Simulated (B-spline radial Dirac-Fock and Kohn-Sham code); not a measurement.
ΔSCF core binding energies without Breit or QED terms, calculated with a radial atomic solver.

A sound run for indium as In⁵⁺ in the configuration 1s2 2s2 2p6 3s2 3p6 3d10 4s2 4p6 4d8: The ground state converged in 10 iterations, with total energy -5873.96002 Ha, virial ratio 1.95156 and highest orbital energy -92.68 eV. ΔSCF binding energies: K (1s) 28112.8 eV, L3 (2p3/2) 3821.2 eV. Holes are computed only in closed shells, and unreliable hole states are left out.

A second run, with one unsound setting: The ground state converged in 10 iterations, with total energy -5873.31733 Ha, virial ratio 1.95155 and highest orbital energy -92.75 eV. ΔSCF binding energies: K (1s) 28112.1 eV, L3 (2p3/2) 3821.7 eV. Holes are computed only in closed shells, and unreliable hole states are left out.

```
iter   energy (Ha)        error
   1    -5856.53364507  1.69e+00
   2    -5869.70153506  5.46e-01
   3    -5872.99898313  1.64e-01
   4    -5873.28944171  4.87e-02
   5    -5873.31254245  1.98e-02
   6    -5873.31729185  2.33e-03
   7    -5873.31732605  1.33e-04
   8    -5873.31732614  1.65e-05
   9    -5873.31732615  1.47e-06
  10    -5873.31732615  7.96e-08
```

Q: Which fault fits the second run best?
A. speed of light below Z
B. unbound anion
C. too few iterations
D. spline order too low

A: D. The input had order = 3: order is too low for an accurate radial basis.
